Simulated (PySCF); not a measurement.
HOSn, neutral, multiplicity 2. Atoms are numbered in the order given.

```xyz
3

Sn    -0.0033    -0.3105     0.0000
O      0.1135     1.6756     0.0000
H     -0.7414     2.1217     0.0000
```
Charge 0, spin multiplicity 2.

Coordinates come from a r2SCAN-D4/def2-TZVP optimisation. The def2 effective core potentials stand for the cores of Sn; spin–orbit coupling is left out.

The numbers are results of r2SCAN-D4/def2-TZVP (PySCF 2.14.0), not measurements.

Frequencies are harmonic and unscaled.

| mode | ν (cm⁻¹) | IR (km/mol) | moving atoms (share of kinetic energy) |
|---|---|---|---|
| 1 | 588 | 107.5 | O 87 %, Sn 12 % |
| 2 | 717 | 55.7 | H 94 % |
| 3 | 3808 | 72.8 | H 94 % |
